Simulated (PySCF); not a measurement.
Calculation: CAM-B3LYP-D3(BJ)/def2-TZVP (PySCF). Isolated molecules, 0 K electronic values unless said otherwise. One relaxed conformer stands for a flexible species; it need not be the lowest. Delta-SCF ions had no search for a lower state. Excitations are Tamm–Dancoff values on a coarser integration grid. The basis has no diffuse functions, so Rydberg states are missing or too high.

Reference species (SMILES): `CC1=BB1` (neutral, multiplicity 1).

```yaml
vertical ionisation energy (Delta-SCF): 10.13 eV
T1 excitation (TDA): 2.69 eV
```

Changed species: `C(/C=B/[H])=B\[H]`.

Give the shifts of the vertical ionisation energy (Delta-SCF) and T1 excitation (TDA).

the vertical ionisation energy (Delta-SCF) drops by 2.66 eV, to 7.47 eV; the T1 excitation (TDA) falls by 0.66 eV, to 2.03 eV.
